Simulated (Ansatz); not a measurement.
`[CH3][Ge]([NH2])([F])[F]` + H₂ → `[CH3][GeH]([F])[F]` + NH₃ at 298.15 K and 1 bar (hydrogenolysis of a Ge–N bond).

Calculated with Ansatz (gas phase, PBE0-D4/def2-TZVP geometries, no zero-point term in ΔE). CCSD(T)/CBS is the MP2 limit (def2-TZVPP, def2-QZVPP) plus CCSD(T) − MP2 in def2-TZVPP, frozen cores. This one scheme is used for every species. For Ge outer-core shells are correlated without core-valence functions, which leaves a few kJ/mol of doubt a bond. Scalar relativity is left out up to krypton. Each species was taken in one conformer, which may not be the lowest.

```json
{"species": "`[CH3][Ge]([NH2])([F])[F]`", "CCSD(T)/CBS energy (Eh)": "-2371.58148", "H − E (kJ/mol)": "199.9", "S (J/(mol·K))": "362.2"}
{"species": "H₂", "CCSD(T)/CBS energy (Eh)": "-1.17544", "H − E (kJ/mol)": "35.1", "S (J/(mol·K))": "130.4"}
{"species": "`[CH3][GeH]([F])[F]`", "CCSD(T)/CBS energy (Eh)": "-2316.24489", "H − E (kJ/mol)": "147.5", "S (J/(mol·K))": "324.9"}
{"species": "NH₃", "CCSD(T)/CBS energy (Eh)": "-56.50880", "H − E (kJ/mol)": "100.5", "S (J/(mol·K))": "192.4"}
```

H − E and S are ideal-gas, rigid-rotor, harmonic terms from PBE0-D4/def2-TZVP, for one conformer and one mirror image of each species. The MP2-based limit puts H₂ 0.8 mEh under its directly extrapolated value; such offsets cancel only in part. 1 Eh = 2625.50 kJ/mol, R = 8.31446 J/(mol·K).

Task: By hand: ΔE, ΔH, ΔS and ΔG.

Result: ΔE = (-2316.24489) + (-56.50880) − (-2371.58148) − (-1.17544) = 0.00323 Eh = 8.5 kJ/mol. Δ(H − E) = 147.5 + 100.5 − 199.9 − 35.1 = 13.0, so ΔH = 21.5 kJ/mol. ΔS = 324.9 + 192.4 − 362.2 − 130.4 = 24.7 J/(mol·K). ΔG = 21.5 − 298.15 × (24.7)/1000 = 14.1 kJ/mol.

Task: By hand: the equilibrium constant, and the temperature at which ΔG would vanish if ΔH and ΔS stayed fixed.

Result: log₁₀ K = −ΔG/(RT ln 10) = -2.5. ΔG = 0 at ΔH/ΔS = 870 K.

TΔS isn't small against ΔH here. A doubt of 5 kJ/mol in ΔE shifts log₁₀ K by 0.9 here. Other conformers and mirror images would add mixing entropy, several J/(mol·K) or more a flexible species. These are equilibria of isolated gas molecules and say nothing of rates. Largest T1 diagnostic: 0.012 (customary marks: 0.02 for closed shells, 0.045 for open ones).
